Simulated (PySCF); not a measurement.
HClZn (SMILES [Cl][ZnH]), singlet, at a GFN2-xTB geometry (such geometries of metal compounds can be far from the true shape). Base run: CAMB3LYP/6-31G*, TDA (PySCF).

Input for PySCF:
```python
from pyscf import gto, scf, dft, tdscf

mol = gto.Mole()
mol.atom = '''
    Zn   -0.000000   -0.000000   -0.698692
    H    -0.000000   -0.000000   -2.181560
    Cl    0.000000    0.000000    1.361313
'''
mol.basis = '6-31g*'
mol.charge = 0
mol.spin = 0
mol.verbose = 4
mol.build()

mf = dft.RKS(mol)
mf.xc = 'camb3lyp'
mf.kernel()
td = mf.TDA()
td.nstates = 5
td.kernel()
td.analyze()
```

Each row names what was changed in the base input (with any setting that the change needs).

| change | first excitation (eV) | oscillator strength of the first | second (eV) | core-seconds (rough) |
|---|---|---|---|---|
| base | 7.18 | 0.000 | 7.23 | 30 |
| functional = pbe | [?] | 0.000 | [?] | 9 |
| functional = wb97x | 7.54 | 0.000 | 7.56 | 40 |
| states = triplets | [?] | - | [?] | 30 |
| nstates = 2 | 7.18 | 0.000 | 7.23 | 20 |
| functional = pbe0 | 7.05 | 0.000 | 7.07 | 10 |
| basis = cc-pVDZ | [?] | 0.000 | [?] | 70 |
| functional = bhandhlyp | 7.52 | 0.000 | 7.55 | 20 |
| nstates = 15 | 7.18 | 0.000 | 7.23 | 30 |
| response = full linear response | 7.17 | 0.000 | 7.23 | 60 |

Q: Some entries are withheld; supply them.

A: 
- functional = pbe, first excitation (eV): 6.32
- functional = pbe, second (eV): 6.37
- states = triplets, first excitation (eV): 6.91
- states = triplets, second (eV): 6.94
- basis = cc-pVDZ, first excitation (eV): 7.13
- basis = cc-pVDZ, second (eV): 7.19

An iterative solver can miss low states, so a row lists the states that it found.
